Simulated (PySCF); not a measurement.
AsF2, multiplicity 2. Atoms are numbered in the order given.

```xyz
3

F      0.0000    -1.3041     0.7497
As     0.0000     0.0000    -0.4089
F      0.0000     1.3041     0.7497
```
Charge 0, spin multiplicity 2.

Coordinates come from a B3LYP-D3(BJ)/def2-TZVP optimisation. The isomer is the one that the SMILES or the coordinates give; other isomers of the formula were not compared.

Computed with TDA-PBE/def2-SVPD run with PySCF.

Vertical excitations. Gas-phase values at a fixed geometry.

```json
[
 {"state": "root 1", "energy (eV)": "3.06", "λ (nm)": "406", "f": "0.000", "main pairs": "α HOMO→LUMO 100 %"},
 {"state": "root 2", "energy (eV)": "3.84", "λ (nm)": "323", "f": "0.003", "main pairs": "α HOMO→LUMO+1 98 %"},
 {"state": "root 3", "energy (eV)": "5.39", "λ (nm)": "230", "f": "0.024", "main pairs": "β HOMO→LUMO 96 %"},
 {"state": "root 4", "energy (eV)": "5.74", "λ (nm)": "216", "f": "0.064", "main pairs": "α HOMO→LUMO+2 100 %"},
 {"state": "root 5", "energy (eV)": "5.88", "λ (nm)": "211", "f": "0.000", "main pairs": "β HOMO−1→LUMO 100 %"},
 {"state": "root 6", "energy (eV)": "6.25", "λ (nm)": "198", "f": "0.004", "main pairs": "β HOMO−2→LUMO 92 %"},
 {"state": "root 7", "energy (eV)": "6.61", "λ (nm)": "188", "f": "0.000", "main pairs": "α HOMO−1→LUMO 43 %, β HOMO→LUMO+1 54 %"},
 {"state": "root 8", "energy (eV)": "6.94", "λ (nm)": "179", "f": "0.005", "main pairs": "β HOMO−3→LUMO 92 %"},
 {"state": "root 9", "energy (eV)": "7.13", "λ (nm)": "174", "f": "0.004", "main pairs": "β HOMO−4→LUMO 97 %"},
 {"state": "root 10", "energy (eV)": "7.48", "λ (nm)": "166", "f": "0.000", "main pairs": "α HOMO−1→LUMO+1 48 %, β HOMO→LUMO+2 48 %"}
]
```
Unrestricted roots are not spin-pure.
